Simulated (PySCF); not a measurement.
C3H9BO3, charge -1, doublet, geometry from GFN2-xTB (a state made from the parent by changing its charge; the spin is typed, not shown lowest). Base run: DF-WB97X/6-31G* (PySCF).

The PySCF input:
```python
from pyscf import gto, scf, dft

mol = gto.M(
    atom='''
B    -0.66990776    0.18004961    0.46643126
O     0.22168011    1.26273972    1.00147056
C     1.10478277    1.88906279    0.14063621
H     0.57760150    2.44116005   -0.65387839
H     1.70704479    2.60807357    0.72119303
H     1.79116447    1.18572815   -0.35746860
O    -0.23140372   -1.20330819    0.90544019
C     1.11235935   -1.51523474    0.74394406
H     1.75926816   -0.84975941    1.33756119
H     1.28280208   -2.55124676    1.08298352
H     1.43446658   -1.44272413   -0.30934869
O    -0.68767991    0.28109291   -1.07353378
C    -1.36956050   -0.71202348   -1.72550649
H    -1.17437162   -1.70688106   -1.29630797
H    -2.46928994   -0.55620892   -1.69318305
H    -1.06540902   -0.72341251   -2.78516566
''',
    basis='6-31g*',
    charge=-1,
    spin=1,
    verbose=4,
)

mf = dft.UKS(mol)
mf.xc = 'wb97x'
mf = mf.density_fit(auxbasis='def2-universal-jkfit')
mf.kernel()
```

Each row names what was changed in the base input (with any setting that the change needs).

| change | ΔE vs base (µEh) | grid points | electrons on the grid |
|---|---|---|---|
| base | 0.0 | 186920 | 56.99997 |
| grids.prune = dft.gen_grid.sg1_prune | -38.2 | 83352 | 56.99951 |
| grids.atom_grid = (150, 974) | 8.1 | 1293208 | 57.00000 |
| grids.level = 1 | -506 | 58512 | 56.99998 |
| grids.atom_grid = (30, 110) | -1237 | 39384 | 56.99928 |
| grids.radi_method = delley | -3.6 | 200640 | 56.99997 |
| grids.radi_method = mura_knowles | 5.2 | 178320 | 56.99997 |
| grids.level = 4 | 2.3 | 340080 | 57.00000 |
| grids.atom_grid = (99, 590) | 4.0 | 517360 | 57.00000 |
| grids.level = 2 | 8.7 | 126808 | 57.00000 |
| small_rho_cutoff = 0 | 0.0 | 186920 | 56.99997 |

Open shells are given as the SCF converged; they aren't shown to be the lowest states, and a large step between rows can be another state.
